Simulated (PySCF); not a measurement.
SMILES C=C[SiH2][SiH2]C(C)(C)C (C6H16Si2) (GFN2-xTB optimised geometry):

```
24

C     -2.165    -1.490     4.975
C     -1.079    -0.734     4.970
Si     0.074    -0.512     3.495
Si    -0.821    -1.399     1.557
C     -0.167    -0.481     0.000
C      1.361    -0.481     0.000
C     -0.662    -1.173    -1.269
C     -0.664     0.964     0.000
H     -2.474    -2.041     4.100
H     -2.797    -1.599     5.843
H     -0.821    -0.206     5.881
H      0.367     0.932     3.428
H      1.354    -1.137     3.876
H     -0.484    -2.824     1.383
H     -2.292    -1.341     1.477
H      1.748    -1.499    -0.003
H      1.752     0.029     0.880
H      1.746     0.028    -0.885
H     -1.750    -1.186    -1.303
H     -0.301    -0.654    -2.157
H     -0.309    -2.202    -1.311
H     -1.752     0.998    -0.009
H     -0.303     1.494    -0.882
H     -0.313     1.499     0.881
```

Level of theory: PBE0/def2-SVP (PySCF 2.14.0).

Q: What are the frontier orbital energies and the dipole moment?

A: HOMO-2 -8.41 eV, HOMO-1 -7.90 eV, HOMO -7.66 eV, LUMO -0.18 eV, LUMO+1 0.06 eV; dipole moment 0.39 D.

Meta-Löwdin charges at PBE0/def2-SVP: C1 -0.20, C2 -0.31, Si3 0.35, Si4 0.34, C5 -0.12, C6 -0.30, C7 -0.30, C8 -0.30, H9 0.10, H10 0.11, H11 0.11, H12 -0.09, H13 -0.08, H14 -0.09, H15 -0.09, H16 0.10, H17 0.09, H18 0.09, H19 0.10, H20 0.09, H21 0.10, H22 0.10, H23 0.09, H24 0.09.
